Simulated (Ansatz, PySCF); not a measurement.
Species: KS, net charge 0, doublet state. 
Structure (B3LYP-D3(BJ)/def2-TZVP (Ansatz, an electronic-structure program) minimum search):
```
K
S 1 2.8517
```
Charge 0, spin multiplicity 2.

Dipole moments at this geometry, in debye (magnitudes).

| level | program | dipole (D) |
|---|---|---|
| HF/def2-TZVPD | PySCF | 11.09 |
| BLYP/def2-TZVPD | Ansatz | 9.69 |
| BP86/def2-TZVPD | PySCF | 10.05 |
| B97M-V/def2-TZVPD | Ansatz | [?] |
| CCSD(T)/def2-SVPD | Ansatz | [?] |

### Question
Fill in the missing entries.

### Answer

- B97M-V/def2-TZVPD, dipole (D): 10.31
- CCSD(T)/def2-SVPD, dipole (D): 11.15
